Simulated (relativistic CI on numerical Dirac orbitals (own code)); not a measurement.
# What each ingredient does to the levels of Pr XXXII

Base calculation: Dirac-Coulomb-Breit CI, orbitals from a KLI potential per configuration, QED by a radiative potential, unscaled Slater integrals.

CI space (outside the closed core [Ne]): 3s²3p⁶3d¹⁰, 3s²3p⁶3d⁹4s, 3s²3p⁶3d⁹4p, 3s²3p⁶3d⁹4d, 3s²3p⁶3d⁹4f, 3s²3p⁵3d¹⁰4s, 3s²3p⁵3d¹⁰4p, 3s²3p⁶3d⁸4s², 3s²3p⁶3d⁸4s4p, 3s²3p⁶3d⁹5s, 3s²3p⁵3d¹⁰4d, 3s²3p⁶3d⁸4p², 3s3p⁶3d¹⁰4s, 3s²3p⁶3d⁹5p, 3s²3p⁶3d⁸4s4d, 3s²3p⁶3d⁹5d. Levels of other configurations are missing.

Variants: (1) QED terms removed. Shifts of the energy above 3s²3p⁶3d¹⁰ ¹S0, in eV, for the lowest level and the first level of each name with at least 55 % of one term (blank where a level changes its place among those of its configuration and J or its character, or is not in the variant):

| Level | Base | Δ(1) |
| --- | --- | --- |
| 3s²3p⁶3d¹⁰ ¹S0 | 0.000 | 0.000 |
| 3s²3p⁶3d⁹4s ³D3 | 796.306 | -0.590 |
| 3s²3p⁶3d⁹4s ³D1 | 817.715 | -0.650 |
| 3s²3p⁶3d⁹4p ³P°2 | 859.303 | -0.055 |
| 3s²3p⁶3d⁹4p ³F°2 | 880.887 | -0.114 |
| 3s²3p⁶3d⁹4p ³F°4 | 889.890 | -0.102 |
| 3s²3p⁶3d⁹4p ¹D°2 | 891.561 | -0.102 |
| 3s²3p⁶3d⁹4p ¹P°1 | 892.258 | -0.104 |
| 3s²3p⁶3d⁹4p ³D°3 | 893.561 | -0.102 |
| 3s²3p⁶3d⁹4p ³P°0 | 908.806 | -0.163 |
| 3s²3p⁶3d⁹4p ³D°2 | 914.371 | -0.161 |
| 3s²3p⁶3d⁹4d ³S1 | 987.266 | -0.031 |
| 3s²3p⁶3d⁹4d ¹P1 | 995.925 | -0.046 |
| 3s²3p⁶3d⁹4d ³G5 | 996.845 | -0.048 |

At this charge energies of transitions that change n are usually good to better than 1 %, and those within a shell (Δn = 0) to a few per cent.

Ionisation energy from the two ground configurations alone: base 2019.49 eV. The NIST ASD value (theoretical) is 2019 eV.

LS names give the leading component of a level, which can be under half, so a name can repeat, a term be missing and a line seem to break the LS rules.
